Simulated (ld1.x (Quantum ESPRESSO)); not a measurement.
**An all-electron radial function and its pseudo partner (carbon)**

Columns: radius, all-electron u(r) and pseudo u(r) of the 2p shell (level -5.23 eV) of carbon in the configuration [He] 2s2 2p2; PBEsol, scalar-relativistic, ultrasoft scheme, ld1.x (Quantum ESPRESSO) 7.5.

| r (bohr) | all-electron | pseudo |
| --- | --- | --- |
| 0.140 | 0.0828 | 0.0102 |
| 0.280 | 0.2319 | 0.0399 |
| 0.420 | 0.3771 | 0.0869 |
| 0.560 | 0.4965 | 0.1477 |
| 0.700 | 0.5868 | 0.2176 |
| 0.840 | 0.6495 | 0.2918 |
| 0.980 | 0.6874 | 0.3649 |
| 1.120 | 0.7050 | 0.4322 |
| 1.260 | 0.7067 | 0.4898 |
| 1.400 | 0.6965 | 0.5345 |
| 1.540 | 0.6776 | 0.5648 |
| 1.680 | 0.6528 | 0.5803 |
| 1.820 | 0.6240 | 0.5818 |
| 1.960 | 0.5927 | 0.5711 |
| 2.100 | 0.5601 | 0.5510 |
| 2.240 | 0.5270 | 0.5242 |
| 2.380 | 0.4942 | 0.4938 |
| 2.520 | 0.4621 | 0.4621 |
| 2.660 | 0.4310 | 0.4310 |
| 2.800 | 0.4011 | 0.4011 |
| 2.940 | 0.3727 | 0.3727 |
| 3.080 | 0.3457 | 0.3457 |
| 3.220 | 0.3204 | 0.3204 |
| 3.360 | 0.2965 | 0.2965 |
| 3.500 | 0.2743 | 0.2743 |
| 3.640 | 0.2535 | 0.2535 |

Problem. How many radial nodes do the two functions have?

Solution. The all-electron 2p function has n − l − 1 = 0; the pseudo-wave has 0.

Problem. At about which radius was the pseudo-wave matched?

Solution. 2.75 bohr. The columns agree to 0.0005 from 2.38 bohr on; several derivatives are matched, so the curves merge somewhat inside the radius.

Problem. Is the pseudo-wave norm-conserving?

Solution. No, it belongs to an ultrasoft set: the norm inside the radius is not constrained, and the difference is carried by the augmentation charge.
